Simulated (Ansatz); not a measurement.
ZrGe₁₀, relaxed as a singlet with RKS r2SCAN-D4/def2-SVP in Ansatz, starting from the GFN2-xTB geometry. Force threshold 0.03 eV/Å.

In the def2 sets Zr takes a core potential; there is no spin–orbit coupling. The restricted singlet is unstable towards broken spin symmetry in Hartree–Fock (as tested in another run); at r2SCAN-D4/def2-SVP this wasn't settled. The relaxation made no stability test and no search for a lower SCF solution. No other spin state of charge 0 was run. Another isomer (singlet) lies 0.69 eV lower at PBE0-D4/def2-TZVP; other spin states weren't run for this one.

Start:

```csv
atom,x (Å),y (Å),z (Å)
Zr1,-0.693,0.305,0.420
Ge2,3.271,0.523,1.185
Ge3,-1.908,1.422,-1.719
Ge4,1.185,1.751,1.638
Ge5,-1.229,-2.275,0.801
Ge6,-3.169,-0.583,-0.066
Ge7,0.158,2.539,-0.837
Ge8,-1.424,-1.190,-1.712
Ge9,1.258,-0.975,1.722
Ge10,0.817,-1.943,-0.737
Ge11,1.733,0.426,-0.695
```

Q: Estimate the energy that the relaxation releases and the steps that it takes.

A: 1.70 eV, in 20 steps; 2.3 min on 2 threads of AMD EPYC 7R13 on a shared host and a share (18 GiB) of an NVIDIA H100 80GB HBM3. No frequencies were taken in this run, so the end may be a saddle point.

Q: Does the start keep its bonding?

A: Bonds lost: Zr1–Ge10, Ge4–Ge7 (atoms count from 1).

Q: Predict the relaxed structure.

A: 
Cartesian coordinates in Å:
```
Zr -1.0171 0.8328 1.0456
Ge 3.3873 0.1531 1.0147
Ge -2.3828 1.2211 -1.9020
Ge 1.4467 1.5446 1.8177
Ge -1.1427 -2.0399 0.7056
Ge -3.0365 -0.6026 -0.2067
Ge -0.1728 2.2007 -1.1947
Ge -0.8536 -0.7441 -1.6794
Ge 1.0756 -0.9982 1.8101
Ge 1.1478 -2.0915 -0.7757
Ge 1.5481 0.5240 -0.6351
```
Bond lengths: 17 × Ge–Ge 2.47 to 2.81 Å; 8 × Ge–Zr 2.68 to 3.27 Å.
